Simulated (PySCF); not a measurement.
From one molecule to another.

First species: C₇H₁₁N₃.
InChI=1S/C7H11N3/c1-6-4-8-9-5-7(6)10(2)3/h4-5H,1-3H3

Second species: C6H9FO2.
Z-matrix (Å and degrees, GFN2-xTB geometry), rows numbered from 1:
```
C 
O   1  1.4101
C   2  1.3879  1  114.55
C   3  1.5327  2  114.08  1  -176.93
C   4  1.5349  3   89.67  2  -133.76
C   5  1.5424  4   90.53  3    12.73
C   6  1.4852  3  112.69  2    12.89
O   7  1.1831  6  128.68  3  -109.06
F   7  1.3595  6  112.41  3    70.25
H   1  1.0875  2  106.20  3   176.29
H   1  1.0966  2  110.87  3    57.33
H   1  1.0947  2  111.65  3   -64.55
H   3  1.0997  2  110.80  1   -47.85
H   4  1.0867  3  110.29  2   -19.45
H   4  1.0865  3  116.02  2   106.04
H   5  1.0869  4  115.79  3   131.38
H   5  1.0872  4  113.16  3  -101.21
H   6  1.0906  3  114.69  2  -111.48
```

Levels: PBE0/pcSseg-1 for dipole moment, HOMO energy, LUMO energy and HOMO–LUMO gap; GFN2-xTB for rotational constant A and rotational constant C. Geometries: GFN2-xTB. Each structure is a single optimised conformer of the isolated species, non-relativistic unless stated. Electronic properties by PySCF.

The conformers computed, where there is a choice (atom-mapped SMILES and torsion angles):
- `[CH3:1][c:2]1[cH:3][n:4][n:5][cH:6][c:7]1[N:8]([CH3:9])[CH3:10]`: C6–C7–N8–C9 131°
- `[CH3:1][O:2][C@@H:3]1[CH2:4][CH2:5][C@@H:6]1[C:7](=[O:8])[F:9]`: C1–O2–C3–C4 -177°, C5–C6–C7–O8 152°

Values for the first species:

| Item | Value |
| --- | --- |
| Dipole moment | 6.06 D |
| HOMO energy | -6.17 eV |
| LUMO energy | -0.78 eV |
| HOMO–LUMO gap | 5.39 eV |
| Rotational constant A | 2.167 GHz |
| Rotational constant C | 0.818 GHz |

Q: Estimate the same properties for the second species, and the change in each.

A: 
```tsv
property	first	second	second less first
dipole moment	6.06 D	3.44 D	-2.62 D
HOMO energy	-6.17 eV	-7.70 eV	-1.53 eV
LUMO energy	-0.78 eV	-0.49 eV	+0.29 eV
HOMO–LUMO gap	5.39 eV	7.21 eV	+1.82 eV
rotational constant A	2.167 GHz	1.916 GHz	-0.251 GHz
rotational constant C	0.818 GHz	1.150 GHz	+0.332 GHz
```

On the first: A dipole of 6.06 D is allowed in C1, and pure rotational transitions are dipole-allowed. The dipole matches unit charges of opposite sign 1.26 Å apart (1 e·Å = 4.8032 D).

On the second: The dipole matches unit charges of opposite sign 0.72 Å apart (1 e·Å = 4.8032 D).
